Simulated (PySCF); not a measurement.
SMILES [Si](O)(O)(O)[CH2][GeH3] (CH8GeO3Si) (CAM-B3LYP/def2-SVP optimised geometry):

```
14

Si    -0.223     0.599     0.000
O     -0.857    -0.126    -1.343
O     -0.620     2.202     0.000
O      1.436     0.599     0.000
C     -0.920    -0.348     1.428
Ge    -0.812    -2.295     1.230
H     -0.768     0.338    -2.182
H      0.107     2.816     0.148
H      1.891    -0.249     0.005
H     -0.394    -0.058     2.350
H     -1.980    -0.079     1.561
H      0.573    -2.683     0.674
H     -1.891    -2.816     0.276
H     -0.977    -2.976     2.600
```

Method: CAM-B3LYP/def2-TZVP in PySCF.

Problem. What are the frontier orbital energies and the dipole moment?

Solution. HOMO-2 -10.56 eV, HOMO-1 -10.48 eV, HOMO -9.82 eV, LUMO 1.10 eV, LUMO+1 1.92 eV; dipole moment 1.18 D.

On the same geometry PBE/def2-TZVP (PySCF) gives HOMO-2 -7.68 eV, HOMO-1 -7.29 eV, HOMO -7.01 eV, LUMO -0.53 eV, LUMO+1 0.17 eV; dipole moment 1.15 D.

Meta-Löwdin charges at CAM-B3LYP/def2-TZVP: Si1 1.49, O2 -0.77, O3 -0.77, O4 -0.78, C5 -0.70, Ge6 0.39, H7 0.35, H8 0.36, H9 0.35, H10 0.13, H11 0.14, H12 -0.09, H13 -0.06, H14 -0.07.
